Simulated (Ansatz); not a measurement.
Computed with Ansatz on PBE0-D4/def2-TZVP structures; ΔE is electronic, products minus reactants. CBS: MP2 limit from def2 TZ/QZ plus the TZ coupled-cluster correction, frozen cores. This one scheme is used for every species, atoms too. No spin–orbit coupling; open shells (•) take unrestricted orbitals. Each species was taken in one conformer, which may not be the lowest.

`C[SiH2]S[SiH3]` → H• + `C[SiH2]S[SiH2]`•  (homolysis of the H–Si bond)

| species | SCS-MP2/def2-TZVPP energy (Eh) |
| --- | --- |
| `C[SiH2]S[SiH3]` | -1018.66407 |
| H• | -0.49981 |
| `C[SiH2]S[SiH2]`• | -1018.01336 |

Work out ΔE.

ΔE = (-0.49981) + (-1018.01336) − (-1018.66407) = 0.15090 Eh = +396.2 kJ/mol. CCSD(T)/CBS gives +398.9 kJ/mol.

Largest T1 diagnostic among the species: 0.014.

In def2-TZVPP, CCSD(T) changes the Hartree–Fock value by +76.1 kJ/mol (the triples alone add −0.3 kJ/mol) and MP2 by +67.7 kJ/mol; breaking electron pairs costs correlation energy, which Hartree–Fock lacks. At CCSD(T), def2-SVP lies −19.7 kJ/mol from the extrapolated value and def2-TZVPP −7.2 kJ/mol: correlation converges slowly with the basis, and small sets miss more of it in the bonded molecule than in its fragments.
